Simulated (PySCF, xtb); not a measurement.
BeFBr, SMILES [F][Be][Br].

Harmonic wavenumbers (cm⁻¹) from GFN2-xTB in xtb at its own minimum, in rising order: 205, 205, 434, 1335.

Problem. What does PBE0-D3(BJ)/def2-TZVP (PySCF 2.14.0) give at its own minimum? (The exact figures need the calculation; the answer reports its results.)

Solution. 273, 273, 420, 1376. Paired by order, the mean absolute difference is 48 cm⁻¹ and the zero-point energies are 3.1 and 3.3 kcal/mol.
